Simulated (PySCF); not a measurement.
A structure optimised at B3LYP-D3(BJ)/def2-SVP, used in a PySCF frequency run:

```
Si
N 1 1.7228
H 2 1.0136 1 123.46
H 2 1.0138 3 112.61 1 -168.16
H 1 1.4953 2 105.24 3 176.44
C 1 1.9404 5 110.37 2 -136.36
N 6 1.2899 1 108.38 5 -106.46
H 6 1.1097 7 119.69 1 -176.86
Si 7 1.8137 6 104.27 8 175.36
H 9 1.4934 7 110.20 6 -110.18
H 9 1.4940 10 107.64 7 124.61
```

Question: Write its SMILES and formula.

Answer: N[Si@H]1C=N[SiH2]1, CH6N2Si2

Question: What are its rotational constants (standard atomic weights)?

Answer: 5.8122, 2.3065, 1.8489 GHz
